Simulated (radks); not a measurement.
The thallium anion Tl- inside a hard spherical wall (all orbitals vanish at R), configuration held at [Hg] 6p2 and not refilled when levels cross. All-electron calculation, scalar-relativistic Kohn-Sham, LDA (Slater exchange, Perdew-Wang correlation), spin-polarised, spherical densities, point nucleus; open shells are filled with parallel spins first (spin-orbit coupling, left out, can overturn this in heavy ions). Program: a radial shooting solver on a logarithmic mesh with Libxc functionals. Eigenvalues in eV for spin up, with the zero of energy where the potential of the charges vanishes at infinity; a dash marks a level that is unbound or too diffuse for the functional's potential to be trusted. A positive occupied level is held by the wall or, in an anion where self-interaction has pushed it up, behind a barrier. The pressure on the wall is -dE/dV.

R (bohr)  E (hartree)  kinetic (hartree)    e(5p)    e(5d)   e(6s)   e(6p)  e(7s, empty)  e(6d, empty)  pressure (GPa)
20        -20234.9978          22793.468  -71.455  -10.861  -5.393   1.155         1.603         2.277         0.00120
12        -20234.9908          22793.487  -70.679  -10.089  -4.692   1.738         2.960         4.343          0.0457
10        -20234.9815          22793.513  -70.119   -9.535  -4.214   2.195         4.113         5.634           0.169
7         -20234.9221          22793.703  -68.277   -7.734  -2.728   4.014         9.365        10.081            2.21
6         -20234.8501          22793.960  -66.954   -6.464  -1.648   5.571        14.134        13.480            7.00
5         -20234.6656          22794.655  -64.607   -4.254   0.434   8.679        23.606        19.719            28.0
3.5       -20233.2750          22800.023  -54.837    4.764  11.255  24.183        67.249        46.511             440
2         -20212.0517          22875.281   -0.657   63.602  116.70  156.85        357.45        218.10           30000
